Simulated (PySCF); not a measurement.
Rb(Cl) anion (ClRb), SMILES [Cl][Rb] (connectivity only; charge and spin as stated), charge -1, multiplicity 2. Atoms are numbered in the order given.

```xyz
2

Rb     0.0000     0.0000    -0.9518
Cl     0.0000     0.0000     2.0715
```
Charge -1, spin multiplicity 2.

Coordinates come from a PBE-D3(BJ)/def2-TZVPD optimisation. The multiplicity is an assumed one; other spin states were not compared. The def2 effective core potentials stand for the cores of Rb; spin–orbit coupling is left out.

The numbers are results of CAM-B3LYP/def2-TZVPD (PySCF), not measurements.

The molecule is in vacuum.

| Property | Result |
|---|---|
| total energy | -484.40282 hartree |
| point group | C∞v |
| α spin, highest occupied and lowest empty level | -0.14 and 2.46 eV |
| β spin, highest occupied and lowest empty level | -4.17 and 2.11 eV |
| dipole moment about the centre of nuclear charge | 0.48 D |
| ⟨S²⟩ | 0.750 (pure state 0.75) |
